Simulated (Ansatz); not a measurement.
WSF4⁺. Charge 1, multiplicity 2. Geometry r2SCAN-D4/def2-SVP, that of the neutral singlet; atoms count from 1.

```
atom   x (Å)   y (Å)   z (Å)
  W1  -0.016  -0.009  -0.014
  S2   1.455   0.859   1.223
  F3  -0.125  -1.787   0.525
  F4   0.904  -0.652  -1.497
  F5  -0.595   1.362  -1.130
  F6  -1.623   0.227   0.893
```

In the def2 sets W takes a core potential; there is no spin–orbit coupling.

Estimate the Mulliken populations from the PBE0/def2-TZVP orbitals of Ansatz.


```
atom  charge (e)  spin (α − β)  d electrons
  W1        1.64         -0.01         3.28
  S2        0.23          0.88            –
  F3       -0.22          0.03            –
  F4       -0.22          0.03            –
  F5       -0.22          0.03            –
  F6       -0.22          0.03            –
```
Mulliken values and Mayer orders depend strongly on the basis.

Where does the spin sit?

Summed by element: W -0.01, S 0.88, F 0.13, of 1 unpaired in all. Largest on single atoms: S2 0.88, F3 0.03, F6 0.03.

And the Mayer bond orders between bonded heavy atoms (over 0.3)?

W1–S2 1.64 (2.11 Å); W1–F3 1.14 (1.86 Å); W1–F4 1.14 (1.86 Å); W1–F5 1.14 (1.86 Å); W1–F6 1.14 (1.86 Å).
